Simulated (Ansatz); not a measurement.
Ge(SH)H3 (GeH₄S), 6 atoms. Hardware: 4 threads of Intel Xeon Platinum 8259CL on a shared host.

Correlated methods freeze 14 core orbitals; core or outer-core shells of Ge are correlated, in sets that lack core-valence functions.

How many basis functions does each of these Ansatz runs have, and roughly what does it cost? PBE-D4/def2-SVP, charge 0 singlet, energy, from earlier orbitals; MP2/def2-TZVP, charge 0 singlet, energy, from earlier orbitals; PBE0-D4/def2-TZVP, charge 0 singlet, energy, from earlier orbitals; PBE-D4/def2-TZVP, charge 1 doublet at the geometry of the charge 0 singlet, energy, from earlier orbitals; RPA@PBE/def2-TZVP, charge 0 singlet, energy, from earlier orbitals; r2SCAN-D4/def2-TZVP, charge 0 singlet, frequencies; r2SCAN-D4/def2-TZVP, charge 0 singlet, relaxation, 5 steps; CCSD(T)/def2-TZVPP, charge 1 doublet at the geometry of the charge 0 singlet, energy, from earlier orbitals; r2SCAN-D4/def2-TZVP, charge 0 singlet, energy and forces, from earlier orbitals; PBE0-D4/def2-TZVPD, charge -1 doublet at the geometry of the charge 0 singlet, energy; PBE0-D4/def2-TZVP, charge 1 doublet at the geometry of the charge 0 singlet, energy; BHLYP-D4/def2-TZVP, charge 0 singlet, energy, from earlier orbitals.

Other jobs shared the machine, so times can vary by a factor of up to 3. A dash marks memory too small to be measured apart from the calling script's.

```json
{"run": "PBE-D4/def2-SVP, charge 0 singlet, energy, from earlier orbitals", "functions": "70", "fitting or Cholesky vectors": "788", "wall time": "0.45 s", "peak host memory (GiB)": "–"}
{"run": "BHLYP-D4/def2-TZVP, charge 0 singlet, energy, from earlier orbitals", "functions": "109", "fitting or Cholesky vectors": "930", "wall time": "0.85 s", "peak host memory (GiB)": "–"}
{"run": "MP2/def2-TZVP, charge 0 singlet, energy, from earlier orbitals", "functions": "109", "fitting or Cholesky vectors": "743", "wall time": "0.95 s", "peak host memory (GiB)": "–"}
{"run": "PBE-D4/def2-TZVP, charge 1 doublet at the geometry of the charge 0 singlet, energy, from earlier orbitals", "functions": "109", "fitting or Cholesky vectors": "795", "wall time": "1.2 s", "peak host memory (GiB)": "–"}
{"run": "RPA@PBE/def2-TZVP, charge 0 singlet, energy, from earlier orbitals", "functions": "109", "fitting or Cholesky vectors": "743", "wall time": "1.3 s", "peak host memory (GiB)": "–"}
{"run": "PBE0-D4/def2-TZVP, charge 0 singlet, energy, from earlier orbitals", "functions": "109", "fitting or Cholesky vectors": "848", "wall time": "1.4 s", "peak host memory (GiB)": "–"}
{"run": "PBE0-D4/def2-TZVP, charge 1 doublet at the geometry of the charge 0 singlet, energy", "functions": "109", "fitting or Cholesky vectors": "848", "wall time": "1.6 s", "peak host memory (GiB)": "–"}
{"run": "r2SCAN-D4/def2-TZVP, charge 0 singlet, energy and forces, from earlier orbitals", "functions": "109", "fitting or Cholesky vectors": "795", "wall time": "2.3 s", "peak host memory (GiB)": "–"}
{"run": "PBE0-D4/def2-TZVPD, charge -1 doublet at the geometry of the charge 0 singlet, energy", "functions": "136", "fitting or Cholesky vectors": "945", "wall time": "8 s", "peak host memory (GiB)": "–"}
{"run": "r2SCAN-D4/def2-TZVP, charge 0 singlet, relaxation, 5 steps", "functions": "109", "fitting or Cholesky vectors": "795", "wall time": "9.5 s", "peak host memory (GiB)": "–"}
{"run": "r2SCAN-D4/def2-TZVP, charge 0 singlet, frequencies", "functions": "109", "fitting or Cholesky vectors": "795", "wall time": "34 s", "peak host memory (GiB)": "–"}
{"run": "CCSD(T)/def2-TZVPP, charge 1 doublet at the geometry of the charge 0 singlet, energy, from earlier orbitals", "functions": "146", "fitting or Cholesky vectors": "858", "wall time": "34 s", "peak host memory (GiB)": "2"}
```
